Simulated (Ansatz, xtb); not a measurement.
**CH5GaS: which of two structures lies lower**

We compare a, a singlet given by its coordinates, with b, `[CH3][GaH][SH]`, a singlet. Both are isolated molecules in the gas phase, relaxed with PBE0-D3(BJ)/def2-SVP; the shapes shown needn't be the lowest conformers.

a (Å):

```yaml
atoms:
  - { symbol: C, position_ang: [-0.5554, -0.6941, 1.3493] }
  - { symbol: Ga, position_ang: [0.0134, 0.9119, 2.3474] }
  - { symbol: S, position_ang: [1.0256, -0.5815, 0.3910] }
  - { symbol: H, position_ang: [-0.4993, -1.6425, 1.9000] }
  - { symbol: H, position_ang: [-1.4185, -0.7048, 0.6729] }
  - { symbol: H, position_ang: [0.6307, 0.3804, -0.4725] }
  - { symbol: H, position_ang: [-0.2801, 2.3020, 1.6835] }
  - { symbol: H, position_ang: [0.8409, 0.7052, 3.6585] }
```

Close contacts (Å): C1–Ga2 1.97, C1–S3 1.85, Ga2–S3 2.66, C1–H4 1.10, C1–H5 1.10, Ga2–H7 1.57, Ga2–H8 1.56, S3–H6 1.35.

b (Å):

```json
{"atom": "C", "x (Å)": "0.0641", "y (Å)": "-0.7671", "z (Å)": "0.6508"}
{"atom": "Ga", "x (Å)": "0.5387", "y (Å)": "0.4204", "z (Å)": "2.1366"}
{"atom": "S", "x (Å)": "-0.8816", "y (Å)": "1.9777", "z (Å)": "2.8029"}
{"atom": "H", "x (Å)": "0.8015", "y (Å)": "-0.6644", "z (Å)": "-0.1612"}
{"atom": "H", "x (Å)": "0.0904", "y (Å)": "-1.8163", "z (Å)": "0.9855"}
{"atom": "H", "x (Å)": "-0.9354", "y (Å)": "-0.5512", "z (Å)": "0.2475"}
{"atom": "H", "x (Å)": "1.8734", "y (Å)": "0.4001", "z (Å)": "2.9538"}
{"atom": "H", "x (Å)": "-1.8376", "y (Å)": "1.6723", "z (Å)": "1.8981"}
```

Quicker runs give these differences E(b) − E(a): GFN2-xTB −1.443 eV; HF/STO-3G −1.054 eV (at GFN2-xTB geometries); r2SCAN-D4/def2-SVP −1.616 eV (at GFN2-xTB geometries).

Estimate E(b) − E(a) at the level CCSD(T)/def2-TZVP.

Calculated at CCSD(T)/def2-TZVP: E(b) − E(a) = −1.607 eV, so structure b lies lower.

Level by level:

```tsv
level	geometry	E(b) − E(a) (eV)	departure from the last row (eV)	job, with rough time for the two
GFN2-xTB	GFN2-xTB	−1.443	+0.164	optimisation, 7.3 s
HF/STO-3G	GFN2-xTB	−1.054	+0.553	single point, 5.5 s
r2SCAN-D4/def2-SVP	GFN2-xTB	−1.616	−0.008	single point, 15 s
PBE0-D3(BJ)/def2-SVP	PBE0-D3(BJ)/def2-SVP	−1.591	+0.016	optimisation, 5.6 min
HF/def2-TZVP	PBE0-D3(BJ)/def2-SVP	−1.748	−0.141	part of the CCSD(T) run
MP2/def2-TZVP	PBE0-D3(BJ)/def2-SVP	−1.634	−0.027	part of the CCSD(T) run
CCSD(T)/def2-TZVP	PBE0-D3(BJ)/def2-SVP	−1.607		single point, 93 s
```

None of the levels shown reverses the order. The largest departure from CCSD(T)/def2-TZVP is that of HF/STO-3G, 0.553 eV.

With harmonic frequencies from PBE0-D3(BJ)/def2-SVP (ideal gas, rigid rotor, one conformer each, 298.15 K, 1 atm): on the last row, ΔE + ΔZPE = −1.548 eV. A mode under 50 cm⁻¹ makes harmonic enthalpies and free energies unreliable, so none is given.

The correlated steps freeze 15 core orbitals; the filled d shell of Ga is correlated, in a basis made for valence electrons. Run with Ansatz 0.2.0, xtb 6.7.1; the last row on 2 threads of Intel(R) Xeon(R) Processor @ 2.50GHz (Skylake/Cascade Lake) on a shared host.
